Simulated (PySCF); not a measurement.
Compound: C4H5FO2.
Atom-mapped SMILES: `[O:1]=[CH:2][C@@H:3]([F:4])[C@H:5]1[CH2:6][O:7]1` (hydrogens: H8 on C2; H9 on C3; H10 on C5; H11, H12 on C6)

Method: PBE0-D3(BJ)/def2-SVP geometry optimisation, gas phase in PySCF; density fitting, grid level 1; the optimiser is geomeTRIC in internal coordinates, started from a GFN2-xTB structure with every atom displaced at random (about 0.01 Å).

Step 1: E = -11018.4539 eV
```
atom  x, y, z in Å  |  force x, y, z in eV/Å
O1     -0.8346    1.9791   -0.3933    0.007  -0.031  -0.058
C2     -1.4316    0.9808   -0.1044   -0.160   0.078  -0.019
C3     -0.7649   -0.2258    0.5366   -0.432  -0.145   0.128
F4     -1.7273   -1.2109    0.6860    0.369   0.299   0.007
C5      0.4081   -0.7507   -0.2375   -0.160  -0.217  -0.295
C6      1.6712   -0.0219   -0.2823    0.027   0.168  -0.109
O7      1.5358   -1.2019    0.4719   -0.079  -0.022   0.088
H8     -2.5482    0.8804   -0.2312    0.246  -0.056  -0.001
H9     -0.4335    0.1193    1.5336    0.071  -0.183   0.046
H10     0.1034   -1.3836   -1.0921    0.116   0.161   0.136
H11     1.7668    0.9103    0.2893    0.023  -0.024  -0.022
H12     2.2901   -0.0812   -1.1892   -0.027  -0.028   0.098
```

Step 2: E = -11018.4682 eV
```
atom  x, y, z in Å  |  force x, y, z in eV/Å
O1     -0.8293    1.9727   -0.4318    0.063  -0.049   0.052
C2     -1.4210    0.9840   -0.1022   -0.145  -0.026  -0.132
C3     -0.7648   -0.2246    0.5449   -0.152  -0.041   0.154
F4     -1.7209   -1.2025    0.7040    0.088   0.149  -0.020
C5      0.3952   -0.7511   -0.2448    0.026   0.022  -0.083
C6      1.6554   -0.0147   -0.2773    0.054   0.040  -0.051
O7      1.5195   -1.2030    0.4672   -0.006  -0.045   0.044
H8     -2.5284    0.8690   -0.2362    0.012  -0.004   0.028
H9     -0.4085    0.0923    1.5430    0.054  -0.054  -0.005
H10     0.0981   -1.3689   -1.1050    0.029   0.036   0.002
H11     1.7589    0.9108    0.3022   -0.033  -0.002  -0.001
H12     2.2811   -0.0702   -1.1765    0.010  -0.026   0.011
```

**Question.** Estimate the geometry and energy of step 3. (The exact step hangs on the optimiser's Hessian estimate; all steps are aligned on step 2, rigid shifts and turns removed.)

**Answer.** E = -11018.4656 eV, largest force 0.396 eV/Å
```
atom  x, y, z in Å  |  force x, y, z in eV/Å
O1     -0.7997    1.9415   -0.4331   -0.187   0.195  -0.088
C2     -1.4313    0.9775   -0.1054    0.374  -0.096   0.089
C3     -0.7700   -0.2229    0.5505   -0.102  -0.051   0.057
F4     -1.7197   -1.1970    0.7153   -0.077  -0.127   0.015
C5      0.3901   -0.7429   -0.2491    0.061   0.062   0.010
C6      1.6532   -0.0097   -0.2795   -0.037   0.000   0.062
O7      1.5098   -1.1968    0.4687    0.033  -0.032   0.002
H8     -2.5364    0.8749   -0.2413   -0.053   0.055  -0.020
H9     -0.3955    0.0776    1.5470    0.005   0.057  -0.032
H10     0.0996   -1.3537   -1.1122   -0.029  -0.055  -0.068
H11     1.7480    0.9178    0.2974    0.004   0.003   0.004
H12     2.2873   -0.0722   -1.1709    0.009  -0.014  -0.030
```

The energy changes by +0.0026 eV. The first-order estimate −F·Δx gives -0.0105 eV and the mean of the old and new forces, exact on a quadratic surface, +0.0027 eV. The step makes an angle of 64° with the force vector and moves no atom by more than 0.043 Å. The energy falls at the start of this step and ends higher, so the step passed the lowest point of its straight line.

What follows is the cost of the whole optimisation. Hardware: Arm Neoverse V1, one thread (shared host). Cost: 48 s wall, 0.52 GiB resident at most.
